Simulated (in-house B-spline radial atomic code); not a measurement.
Cr. Computed with a B-spline radial atomic code. Model: all-electron spherical atom, spin shells full or empty, radial basis limit, no spin-orbit coupling, Breit or QED, empty-state partial waves extrapolated as (l+1/2)^-4, RPA, G0W0 and static COHSEX of the highest shell as one setting changes (uncorrelated shells keep exact exchange).

In a row where one electron alone is correlated, RPA and GW hold only self-correlation.

Given: element Cr; charge 0; filled core Ar; hamiltonian one-electron scalar X2C; mean-field start HSE06; highest l of empty states 9; nuclear rms radius 3.6452 fm; highest mean-field shell 4s up.

Shell: 3d 5 0, 4s 1 0 (electrons up and down).

```csv
lowest nl shells left uncorrelated,RPA correlation energy (hartree),G0W0 level (eV),G0W0 minus most complete (meV),COHSEX level (eV)
0,-1.5788,-7.2774,0,-8.8222
1,?,?,?,?
2,-1.2772,-7.2794,-1.9,-8.8268
3,?,?,?,?
4,-0.68261,-7.2994,-22,-8.8802
5,-0.22703,-7.1964,81,-8.7332
6,-0.016438,-6.8174,460.1,-7.8112
```

Task: What follows for lowest nl shells left uncorrelated = 3?

Result: RPA correlation energy -0.8436 hartree; G0W0 level -7.2705 eV; G0W0 minus most complete 6.9 meV; COHSEX level -8.809 eV.

Task: What follows for lowest nl shells left uncorrelated = 1?

Result: RPA correlation energy -1.4371 hartree; G0W0 level -7.2773 eV; G0W0 minus most complete 0.2 meV; COHSEX level -8.8216 eV.
